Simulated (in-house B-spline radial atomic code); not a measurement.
Atomic self-consistent-field run: V III (V2+). Computed with a radial B-spline atomic code at the basis-set limit: scalar-relativistic (X2C) CAM-B3LYP, spin-polarised, spherical fractional occupations, Fermi nucleus of rms radius 3.6002 fm.

Command:
```bash
python run_scf.py task.json out
```
Settings (nuclear radius in fm, mass in u):
```
Z                23
configuration    [Ar] 3d3
hamiltonian      x2c
method           camb3lyp
spin_polarised   True
nucleus          fermi
rms_radius       3.6002
atomic_mass      50.94396
speed_of_light   137.035999084
```

Output (hartree, bohr):
```
 radial grid: 70 intervals, B-splines of order 8, outer radius 25.5556 bohr

 iter        energy (Eh)    residual
    1        -939.969455    4.44e-01
    2        -944.798704    3.75e-01
    3        -948.030979    8.24e-02
    4        -948.262215    1.22e-02
    5        -948.267278    1.27e-02
    6        -948.270705    2.60e-03
    7        -948.270785    4.79e-04
    8        -948.270788    7.74e-05
    9        -948.270788    5.77e-06
   10        -948.270788    2.38e-07
   11        -948.270788    3.80e-09

 total energy                      -948.27079
 kinetic                             958.3943
 electron-nucleus                  -2245.6460
 Hartree                             384.0675
 exact exchange                       -9.9827
 exchange-correlation                -35.1038

 orbital      occ     eigenvalue          <r>       <r^2>       <1/r>     <1/r^2>       r_max
 1s up      1.000      -198.9031    0.0661518  0.00589812     23.0891     1124.63     0.04319
 1s down    1.000      -198.9037    0.0661515  0.00589805     23.0892     1124.64     0.04319
 2s up      1.000       -23.2476     0.307925    0.112153     4.83668      103.18      0.2555
 2s down    1.000       -23.2076     0.307528    0.111834     4.84288     103.423      0.2553
 2p up      3.000       -19.5156     0.274044   0.0925621      4.7029     30.5755       0.208
 2p down    3.000       -19.4820     0.273547   0.0921761     4.70913     30.6433      0.2078
 3s up      1.000        -3.4627      0.94825     1.03727     1.49005     14.8188      0.8192
 3s down    1.000        -3.3396     0.950232      1.0424     1.48637     14.7298      0.8191
 3p up      3.000        -2.4584      1.01405     1.21025     1.35313     4.09473      0.8447
 3p down    3.000        -2.3252      1.01852      1.2228     1.34717      4.0562      0.8449
 3d up      3.000        -0.8525      1.31778     2.21999      1.0042     1.38303      0.8903
```

Run time, properties included: 1 s on 1 thread of Arm Neoverse V1, with other jobs on the host.

Caution: exact exchange at fractional occupations of open shells leaves self-interaction of up to several eV.
